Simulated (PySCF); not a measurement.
Species: CH9BOSi2.
Bonds: B1–C2, C2–O3, O3–Si4, Si4–Si5. Hydrogens: H6, H7 on B1; H8, H9 on C2; H10, H11 on Si4; H12, H13, H14 on Si5.

A GFN2-xTB structure with every atom displaced at random (by about 0.01 Å) was refined with PBE0-D3(BJ)/def2-SVP geometry optimisation, gas phase (PySCF). Values at the start:

| coordinate | start |
| --- | --- |
| B1–C2 | 1.563 Å |
| B1–H6 | 1.196 Å |
| C2–O3 | 1.393 Å |
| C2–H8 | 1.101 Å |
| O3–Si4 | 1.647 Å |
| Si4–Si5 | 2.254 Å |
| Si4–H10 | 1.462 Å |
| Si5–H12 | 1.484 Å |
| B1–C2–O3 | 115.5° |
| C2–O3–Si4 | 129.9° |
| O3–Si4–Si5 | 102.4° |
| B1–C2–O3–Si4 | 72° |

Question: How do these coordinates change at the PBE0-D3(BJ)/def2-SVP level?

Answer: 
| coordinate | PBE0-D3(BJ)/def2-SVP (Å or °) | change |
| --- | --- | --- |
| Si4–Si5 | 2.338 | +0.084 |
| Si4–H10 | 1.502 | +0.040 |
| O3–Si4 | 1.669 | +0.022 |
| C2–O3 | 1.409 | +0.016 |
| B1–H6 | 1.210 | +0.014 |
| C2–H8 | 1.113 | +0.012 |
| Si5–H12 | 1.495 | +0.011 |
| B1–C2 | 1.555 | -0.008 |
| C2–O3–Si4 | 123.2 | -6.7 |
| O3–Si4–Si5 | 106.4 | +4.0 |
| B1–C2–O3 | 118.5 | +3.0 |
| B1–C2–O3–Si4 | 76 | +4 |

The energy falls by 34.1 kJ/mol over 15 energy and gradient evaluations, the largest force component goes from 0.0299 to 1.6e-04 Eh/bohr, and the atoms move by 0.298 Å rms after alignment. The bond that changes most is Si4–Si5 (oxygen-bound silicon to SiH3 silicon), which lengthens by 0.084 Å. Bonds longer at the end by more than 0.005 Å: 10 of 13; shorter: 1. Among the dihedrals that turn most is H10–Si4–Si5–H14, from 31° to 61°. Rotational constants go from 8372, 1297, 1258 to 8774, 1212, 1190 MHz.

The run used 123 basis functions and 90 SCF cycles in all. Time: 86 s of wall time; peak memory 0.51 GiB. Hardware: Arm Neoverse V1, one thread, on a shared host.

Not checked by PBE0-D3(BJ)/def2-SVP frequencies. One conformer, not necessarily the lowest.
